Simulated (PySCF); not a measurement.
Species: `CO[C@H]1CC[C@H](C)CC1`. The columns A, B, C and D hold Mulliken, IAO, Hirshfeld and ESP-fitted charges (e) of one PBE0/pcSseg-1 density (PySCF), in a shuffled order. Coordinates in Å (GFN2-xTB); the density's dipole moment is (-0.31, 1.14, 0.18) D.

```csv
atom,x,y,z,A,B,C,D
C1,3.528,0.325,0.050,-0.043,-0.199,-0.105,-0.018
O2,2.512,-0.637,-0.043,-0.141,-0.399,-0.424,-0.518
C3,1.204,-0.159,0.227,+0.045,+0.097,+0.411,+0.015
C4,0.622,0.654,-0.935,-0.081,-0.275,-0.220,-0.162
C5,-0.820,1.055,-0.643,-0.068,-0.256,-0.304,-0.162
C6,-1.695,-0.172,-0.390,-0.021,-0.095,+0.383,-0.397
C7,-3.139,0.234,-0.108,-0.119,-0.417,-0.684,-0.172
C8,-1.113,-0.976,0.773,-0.069,-0.258,-0.131,-0.167
C9,0.328,-1.383,0.489,-0.078,-0.261,-0.305,-0.138
H10,3.444,1.095,-0.726,+0.034,+0.118,+0.061,+0.087
H11,4.467,-0.210,-0.082,+0.049,+0.156,+0.123,+0.119
H12,3.524,0.813,1.033,+0.033,+0.117,+0.058,+0.083
H13,1.231,0.473,1.132,+0.026,+0.099,+0.017,+0.086
H14,1.224,1.549,-1.106,+0.034,+0.129,+0.088,+0.119
H15,0.665,0.039,-1.837,+0.035,+0.133,+0.083,+0.113
H16,-0.845,1.702,0.238,+0.033,+0.122,+0.083,+0.104
H17,-1.216,1.626,-1.486,+0.038,+0.132,+0.097,+0.117
H18,-1.678,-0.801,-1.288,+0.034,+0.121,+0.002,+0.112
H19,-3.193,0.862,0.778,+0.037,+0.133,+0.164,+0.101
H20,-3.757,-0.646,0.057,+0.039,+0.137,+0.155,+0.111
H21,-3.551,0.790,-0.948,+0.038,+0.137,+0.163,+0.110
H22,-1.149,-0.371,1.682,+0.033,+0.122,+0.045,+0.104
H23,-1.716,-1.870,0.944,+0.038,+0.133,+0.058,+0.118
H24,0.741,-1.942,1.330,+0.037,+0.140,+0.096,+0.120
H25,0.373,-2.025,-0.392,+0.036,+0.134,+0.088,+0.113
```

Problem. Which column most likely holds the ESP-fitted charges?

Solution. C. Σ q r misses the density's dipole by 0.03 D (C), 0.47 D (B), 0.62 D (A), 1.40 D (D). Charges fitted to the outside potential are the only set here that is tied to the molecule's multipoles.

Problem. And the Hirshfeld charges?

Solution. A. The mean sizes are 0.050 e (A), 0.139 e (D), 0.173 e (B), 0.174 e (C), and Hirshfeld charges are commonly the smallest of these schemes.

As computed, A = Hirshfeld, B = IAO, C = ESP-fitted, D = Mulliken. Hydrogens on carbon: Hirshfeld +0.03 to +0.05, IAO +0.10 to +0.16, ESP-fitted 0.00 to +0.16, Mulliken +0.08 to +0.12 e.

The IAO scheme projects the occupied orbitals on a minimal set of polarised atomic orbitals and counts the electrons in each atom's part of it. The Mulliken scheme gives each basis function's population to the atom it is centred on and halves the overlap population of two atoms between them.

Geometry: GFN2-xTB, one conformer, isolated molecule.
